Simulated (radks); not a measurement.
Problem. The dysprosium ion Dy+, 65 electrons, occupied as [Xe] 4f10 6s1. All-electron calculation, Dirac Kohn-Sham, PBE, spin-unpolarised, spherical densities, finite nucleus; open shells fill j = l - 1/2 first; Fermi nuclear charge, rms radius 5.2218 fm. Program: a radial shooting solver on a logarithmic mesh with Libxc functionals. Some entries of the table are withheld. Estimate them.

orbital,occ.,eigenvalue (eV),r(max) (bohr),<r^2> (bohr^2)
1s1/2,2,-53596.79,0.01337,0.0006095
2s1/2,2,-8925.698,0.07621,0.009461
2p1/2,2,(1),0.05740,(2)
2p3/2,4,(3),0.06342,(4)
3s1/2,2,-1991.455,0.2157,0.06276
3p1/2,2,-1801.168,0.2031,0.05827
3p3/2,4,-1634.988,0.2157,0.06522
3d3/2,4,(5),0.1709,0.05171
3d5/2,6,(6),0.1744,0.05364
4s1/2,2,-398.8913,0.4945,0.3173
4p1/2,2,-323.8067,0.4977,0.3327
4p3/2,4,-286.6884,0.5246,0.3712
4d3/2,4,-163.0211,0.5299,0.4234
4d5/2,6,-156.3018,0.5386,0.4388
5s1/2,2,(7),1.160,1.912
5p1/2,2,-35.1179,(8),2.465
5p3/2,4,-30.4341,(9),2.836
4f5/2,6,-9.9072,(10),1.034
4f7/2,4,-9.0314,(11),1.095
6s1/2,1,-8.8392,3.240,15.59

Solution. 
(1) 2p1/2 eigenvalue (eV): -8489.865
(2) 2p1/2 <r^2> (bohr^2): 0.006846
(3) 2p3/2 eigenvalue (eV): -7689.659
(4) 2p3/2 <r^2> (bohr^2): 0.008073
(5) 3d3/2 eigenvalue (eV): -1307.707
(6) 3d5/2 eigenvalue (eV): -1271.419
(7) 5s1/2 eigenvalue (eV): -55.2722
(8) 5p1/2 r(max) (bohr): 1.268
(9) 5p3/2 r(max) (bohr): 1.352
(10) 4f5/2 r(max) (bohr): 0.5367
(11) 4f7/2 r(max) (bohr): 0.5420
